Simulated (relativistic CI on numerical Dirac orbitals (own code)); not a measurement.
## Calculated levels, Sn¹⁷⁺

Method of calculation: Dirac-Coulomb-Breit CI, separate exchange-only KLI orbitals for each configuration, model QED, unscaled Slater integrals (own radial code, finite nucleus).

Configuration list (outside the closed core [Ar] 3d10): 4s2 4p3, 4s 4p4, 4p5, 4s2 4p2 4d, 4s 4p3 4d, 4s2 4p2 4f, 4s 4p3 4f, 4p4 4d, 4s 4p2 4d2, 4s2 4p 4d 4f, 4s2 4p2 5s, 4p4 4f, 4s2 4p2 5p, 4p4 5s, 4s 4p2 4d 5s, 4s 4p3 5s, 4s2 4p2 5d, 4p3 4d 4f, 4s2 4p 4f 5s, 4s 4p3 5p, 4s 4p2 4f2, 4s2 4p2 5f, 4s2 4p2 5g, 4s2 4p2 6s, 4s 4p3 5d, 4s2 4p2 6p, 4s 4p2 5s2, 4s2 4p 4d2, 4s2 4d3, 4s 4p 4d3, 4s2 4d2 4f, 4s 4p 4d2 4f, 4s2 4d2 5s, 4p3 4d2, 4p2 4d3, 4p2 4d2 4f, 4p2 4d2 5s, 4s2 4p 4f2, 4s2 4d 4f2, 4s 4p 4d 4f2, 4s2 4f3, 4s 4p 4f3, 4s2 4f2 5s, 4p3 4f2, 4p2 4d 4f2, 4p2 4f3, 4p2 4f2 5s, 4s2 4p 4d 5s, 4s 4p 4d2 5s, 4s2 4d 4f 5s, 4s 4p 4d 4f 5s, 4s2 4d 5s2, 4s 4p2 4d 4f, 4p3 4d 5s, 4p2 4d 4f 5s, 4p2 4d 5s2, 4s2 4p 5s2, 4s 4p 4d 5s2, 4s2 4f 5s2, 4s 4p 4f 5s2, 4s 4p2 4f 5s, 4s 4p 4f2 5s. Double excitations out of closed p, d and f shells are left out; levels of such configurations are missing from the list, as are those of other unlisted configurations, and high levels can miss mixing partners. These lack a partner that the ground configuration has and come out too high: 4s2 4p2 5p, 4s2 4p2 5d, 4s 4p3 5p, 4s2 4p2 5f, 4s2 4p2 5g.

The lowest level is 4s2 4p3 4S°_3/2, with 52 % of that term; Hund's rules for 4s2 4p3 give 4S° with J = 3/2, in agreement.

```
No.  Configuration  Term    J  E (cm⁻¹)   %  Landé g    jj configuration (%)
  1        4s2 4p3   4S°  3/2         0  52    1.603              4p3/2 (88)
  2        4s2 4p3   2D°  3/2     65385  55    1.275      4p1/2 4p3/2^2 (89)
  3        4s2 4p3   2D°  5/2     86344  98    1.199      4p1/2 4p3/2^2 (98)
  4        4s2 4p3   2P°  1/2    116239  97    0.664      4p1/2 4p3/2^2 (97)
  5        4s2 4p3   2P°  3/2    179239  61    1.254            4p3/2^3 (94)
  6     4s 4p4(3P)    4P  5/2    396676  83    1.554         4s 4p3/2^2 (85)
  7     4s 4p4(3P)    4P  3/2    441384  71    1.565   4s 4p1/2 4p3/2^3 (45)
  8     4s 4p4(3P)    4P  1/2    447312  70    2.506         4s 4p3/2^2 (62)
  9     4s 4p4(1D)    2D  3/2    496091  55    1.054   4s 4p1/2 4p3/2^3 (58)
 10     4s 4p4(1D)    2D  5/2    517079  75    1.243   4s 4p1/2 4p3/2^3 (80)
 11     4s 4p4(1S)    2S  1/2    559502  36    1.509   4s 4p1/2 4p3/2^3 (46)
 12     4s 4p4(3P)    2P  3/2    566892  38    1.160   4s 4p1/2 4p3/2^3 (52)
 13     4p2(3P) 4d    4F  3/2    585174  61    0.675      4p1/2^2 4d3/2 (57)
 14     4p2(3P) 4d    4F  5/2    604529  47    1.148      4p1/2^2 4d5/2 (67)
 15     4p2(3P) 4d    4D  1/2    633546  40    0.799  4p1/2 4p3/2 4d3/2 (52)
 16     4p2(1D) 4d    2F  5/2    635839  61    0.943  4p1/2 4p3/2 4d3/2 (87)
 17     4p2(3P) 4d    4F  7/2    646142  78    1.224  4p1/2 4p3/2 4d5/2 (63)
 18     4p2(3P) 4d    4D  3/2    651541  60    1.056  4p1/2 4p3/2 4d3/2 (68)
 19     4p2(1D) 4d    2F  7/2    652607  48    1.239  4p1/2 4p3/2 4d5/2 (53)
 20     4p2(3P) 4d    4D  1/2    656417  50    0.564  4p1/2 4p3/2 4d3/2 (36)
 21     4p2(3P) 4d    4F  9/2    668790  66    1.260  4p1/2 4p3/2 4d5/2 (86)
 22     4p2(3P) 4d    4D  5/2    677157  44    1.189  4p1/2 4p3/2 4d5/2 (70)
 23     4p2(3P) 4d    2P  3/2    694699  49    1.234  4p1/2 4p3/2 4d5/2 (60)
 24     4p2(1D) 4d    2G  7/2    710230  59    1.051  4p1/2 4p3/2 4d5/2 (39)
 25     4p2(3P) 4d    4P  5/2    722480  61    1.473  4p1/2 4p3/2 4d5/2 (44)
 26     4p2(3P) 4d    4P  3/2    728312  43    1.400  4p1/2 4p3/2 4d3/2 (47)
 27     4p2(3P) 4d    4P  1/2    730177  44    1.946  4p1/2 4p3/2 4d3/2 (73)
 28     4p2(1D) 4d    2F  7/2    739901  48    1.192      4p3/2^2 4d5/2 (90)
 29     4p2(3P) 4d    2D  3/2    745267  68    0.978  4p1/2 4p3/2 4d5/2 (45)
 30     4p2(1D) 4d    2G  9/2    752182  66    1.182      4p3/2^2 4d5/2 (86)
```

Energies count from the lowest computed level; ° marks odd parity. Percentages are summed over parent terms; the parents shown are those of the largest component, closed shells are left out there. Filled j subshells are mostly left out of the jj labels.

The mean weight of the leading LS term, summed over parents, in these 30 levels is 59 %, and that of the leading jj configuration (from the same eigenvectors) 67 %.

At this charge energies of transitions that change n are usually good to better than 1 %, and those within a shell (Δn = 0) to a few per cent.

LS names give the leading component of a level, which can be under half, so a name can repeat, a term be missing and a line seem to break the LS rules.
